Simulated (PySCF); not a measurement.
EPR parameters of C2H9OSSi2

C2H9OSSi2 (doublet state).
Structure used (GFN2-xTB), in Å, numbered top down from 1:
```
atom  x, y, z in Å
C1    -0.159    1.792   -0.098
Si2    0.058    0.024    0.284
Si3    2.189   -0.821   -0.047
O4     2.914    0.148    1.038
S5    -1.226   -1.112   -1.046
C6    -2.816   -0.504   -0.430
H7     0.285    2.562    0.511
H8    -0.477    2.129   -1.073
H9    -0.434   -0.304    1.636
H10    2.412   -2.227    0.312
H11    2.776   -0.621   -1.375
H12    3.851    0.121    1.215
H13   -3.594   -1.003   -0.998
H14   -2.871    0.570   -0.576
H15   -2.912   -0.745    0.625
```

The hyperfine couplings belong to this conformer and change with its torsions.

Identity: `[CH2][Si@H]([SiH2]O)SC` [radical].

Method used: UKS B3LYP, pcH-1 on C H O S Si, non-relativistic, mean-field spin-orbit, GIAO in PySCF 2.14.0. The structure is a single GFN2-xTB conformer in the gas phase; no vibrational or solvent corrections. The geometry wasn't refined by DFT: couplings that depend on bond lengths, twists or pyramidal angles can differ widely from those at the functional's own minimum. Stability of the SCF solution: not tested.

| Property | Result |
| --- | --- |
| g1, g2, g3 | 2.00245, 2.00281, 2.00311 |
| g_iso | 2.00279 |
| Form of g | rhombic: the two nearest values differ by 46 % of g3 − g1 |
| ⟨S²⟩ | 0.7537 (exact 0.7500) |
| HOMO–LUMO gap, α and β orbitals | 5.68, 3.41 eV |

Isotropic coupling and dipolar principal values T1 to T3, in mT (MHz turned into mT with g_iso):

```tsv
atom	isotope	a_iso	of which spin–orbit	T1	T2	T3	Mulliken spin population
C1	13C	3.41	0.00	-2.65	-2.63	5.28	1.02
Si2	29Si	1.91	0.00	-0.09	-0.03	0.12	-0.05
Si3	29Si	-2.62	0.00	-0.56	0.27	0.29	0.06
O4	17O	0.06	0.00	-0.02	0.00	0.02	0.00
S5	33S	0.05	0.00	-0.04	-0.02	0.06	0.00
C6	13C	0.01	0.00	-0.03	-0.01	0.04	0.00
H7	1H	-1.94	0.00	-1.28	-0.04	1.31	-0.04
H8	1H	-1.94	0.00	-1.27	-0.04	1.31	-0.04
H9	1H	1.55	0.00	-0.12	-0.08	0.19	0.02
H10	1H	0.64	0.00	-0.05	-0.02	0.07	0.01
H11	1H	0.01	0.00	-0.06	-0.03	0.09	0.00
H12	1H	0.05	0.00	-0.04	-0.03	0.07	0.00
H13	1H	-0.02	0.00	-0.04	-0.03	0.06	0.00
H14	1H	0.06	0.00	-0.12	-0.09	0.22	0.00
H15	1H	0.00	0.00	-0.05	-0.05	0.10	0.00
```

The largest Mulliken spin populations are on C1 (+1.02) and Si3 (+0.06). C1 is the only atom above +0.15. The angles at C1 add up to 357.7°, so it is nearly planar; its axial dipolar tensor and the negative couplings of its protons fit spin in a p orbital normal to that plane.

Axes: g2 points within 12° of the C1–Si2 bond.

Under fast tumbling the dipolar parts average out, and these isotropic splittings remain: 2 × 1H (H7/H8, I = 1/2, 3 lines) with 1.94 mT, 1 × 1H (H9, I = 1/2, 2 lines) with 1.55 mT, 1 × 1H (H10, I = 1/2, 2 lines) with 0.64 mT and 1 × 1H (H12, I = 1/2, 2 lines) with 0.05 mT.

Class means assume fast exchange of nuclei equivalent by connectivity; if that motion is slow, each nucleus keeps its own coupling.

The 29Si coupling of Si3 (-73.4 MHz) shows only in satellite lines or after enrichment, since that isotope makes up about 4.7 % of natural silicon.

The 13C coupling of C1 (95.5 MHz) shows only in satellite lines or after enrichment, since that isotope makes up about 1.07 % of natural carbon.

The spin density at the nucleus, in bohr⁻³, is negative for Si2 (-0.0604), H7/H8 (-0.0122) and O4 (-0.0029), for instance. A restricted open-shell determinant has no negative spin density anywhere; here it arises because α and β orbitals differ (spin polarisation).
